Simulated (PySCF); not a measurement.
Isomers of C7H4FN, one conformer each; single-point electronic energies without zero-point terms and without any empirical dispersion term.

Level: PBE0/pcSseg-1 in PySCF, non-relativistic, each on one gas-phase PBE0-D3(BJ)/def2-SVP geometry that isn't relaxed in the solvent. The solvent is an IEF-PCM continuum (Bondi radii, 1.10 Å for H, scaled by 1.2). Specific hydrogen bonds and non-electrostatic terms are outside this model.

| isomer | relative energy, gas (kJ/mol) | dipole (D) |
| --- | --- | --- |
| `C(#N)c1ccc(F)cc1` | 0.0 | 3.28 |
| `N#Cc1ccccc1F` | 6.8 | 5.30 |

Question: How do the relative energies look in chloroform (ε = 4.711)?

Answer: 
| isomer | relative energy, solvent (kJ/mol) | E(solvent) − E(gas) (kJ/mol) | dipole in solvent (D) |
| --- | --- | --- | --- |
| `C(#N)c1ccc(F)cc1` | 0.0 | -20.9 | 4.07 |
| `N#Cc1ccccc1F` | 7.2 | -20.5 | 6.54 |

The order is unchanged. `C(#N)c1ccc(F)cc1` gains most from the continuum, while `N#Cc1ccccc1F` has the largest gas-phase dipole. The gains span 0.4 kJ/mol, the gas-phase energies 6.8 kJ/mol.
